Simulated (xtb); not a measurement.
W(O)(S)(Br)(SH) (BrHOS2W), SMILES [O]=[W](=[S])([SH])[Br], multiplicity 1. All values are semi-empirical tight-binding results from xtb (GFN2-xTB unless named), good for trends rather than for accurate numbers. Coordinates come from a GFN2-xTB optimisation. The multiplicity is an assumed one; other spin states were not compared. Other conformers were not sampled.

Optimised geometry:

```xyz
6

W      0.1905    -0.3348    -0.0751
O      1.1079    -0.8999    -1.3523
S      1.1222    -0.6041     1.8709
Br    -0.3013     1.9784    -0.3253
S     -1.7896    -1.5993    -0.0530
H     -1.7391    -2.0160    -1.3266
```

For metal compounds this method's bond lengths and energies can be far off.

```json
{
  "orbital_gap": "1.81 eV",
  "zero_point_energy": "8.1 kcal/mol",
  "G − E(el) at 298.15 K (modified RRHO)": "-14.5 kcal/mol"
}
```

Computed atomic charges and the Wiberg bond orders between heavy atoms:
charges (e) W1 0.87, O2 -0.49, S3 -0.34, Br4 -0.06, S5 -0.20, H6 0.21. Bond orders W1–O2 2.17, W1–S3 2.24, W1–Br4 1.29, W1–S5 1.37.
